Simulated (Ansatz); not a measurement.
`N[Si]1([AlH2])CO1` → `O[SiH]1C[NH][AlH]1`  (isomerisation)

Program: Ansatz. Geometries: PBE0-D4/def2-TZVP. ΔE: electronic, gas phase. CBS: MP2 limit from def2 TZ/QZ plus the TZ coupled-cluster correction, frozen cores. Functionals use def2-TZVPP. B3LYP here is the variant with VWN-RPA as its local correlation; programs differ in this. One conformer a species, not always the lowest.

```tsv
level	ΔE (eV)
PBE-D4	-1.19
B3LYP-D4	-1.19
ωB97M-V	-1.24
PBE	-1.18
PBE0	-1.24
B3LYP	-1.17
CCSD/def2-TZVPP	-1.24
SCS-MP2/def2-QZVPP	-1.24
```

Q: What does CCSD(T)/CBS give? (Estimate.)

A: The calculation gave: -1.25 eV. The listed levels differ from it by 0.06, 0.06, 0.01, 0.07, 0.01, 0.08, 0.01, 0.01 eV.

Largest T1 diagnostic among the species: 0.015.

In def2-TZVPP, CCSD(T) changes the Hartree–Fock value by −0.09 eV (the triples alone add −0.01 eV) and MP2 by −0.13 eV. From PBE to PBE0 (25 % exact exchange), in def2-TZVPP and without D4, ΔE moves by −0.06 eV.
